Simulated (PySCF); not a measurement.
**Mg₂F₄: from structure and modes to constants**

These are results of PySCF, PBE0, basis Mg def2-TZVP, F def2-TZVP (no relativity, density fitting), not measurements.

The singlet minimum has D2h symmetry. Masses (u): Mg 23.98504, F 18.99840.

```xyz
6
charge 0 multiplicity 1, angstrom
Mg    1.2574    0.0000    0.6896
Mg   -1.2574    0.0000   -0.6896
F     0.0000    1.2434    0.0000
F     0.0000   -1.2434    0.0000
F     2.7903    0.0000    1.5303
F    -2.7903    0.0000   -1.5303
```

Harmonic wavenumbers (cm⁻¹): 48.1 (b3u, ×1), 99.2 (b2u, ×1), 132.3 (b2g, ×1), 144.3 (b3g, ×1), 253.5 (ag, ×1), 266.3 (b3u, ×1), 432.4 (b3g, ×1), 454.2 (b1u, ×1), 483.6 (ag, ×1), 493.6 (b2u, ×1), 773.6 (b1u, ×1), 797.6 (ag, ×1).

What is the harmonic zero-point energy?

Half the sum of all 12 wavenumbers, 4379/2 = 2189 cm⁻¹, which is 26.2 kJ/mol (1 cm⁻¹ = 0.0119627 kJ/mol).

Find the vibrational entropy and heat capacity at 298.15 K.

With u = 1.43878 ω/T, each mode gives S = R[u/(eᵘ−1) − ln(1−e⁻ᵘ)] and C = R u² eᵘ/(eᵘ−1)².
```tsv
ω (cm⁻¹)	u	S (J/(mol K))	C (J/(mol K))
48.1	0.232	20.47	8.28
99.2	0.479	14.52	8.16
132.3	0.638	12.19	8.04
144.3	0.696	11.49	7.99
253.5	1.223	7.14	7.35
266.3	1.285	6.78	7.26
432.4	2.087	3.56	5.86
454.2	2.192	3.28	5.66
483.6	2.334	2.93	5.38
493.6	2.382	2.82	5.29
773.6	3.733	0.96	2.91
797.6	3.849	0.88	2.74
```
The sums over all modes are S = 87.0 and C = 74.9 J/(mol K); the softest mode gives 24 % of the entropy.

Other isomers or separated fragments may lie lower.
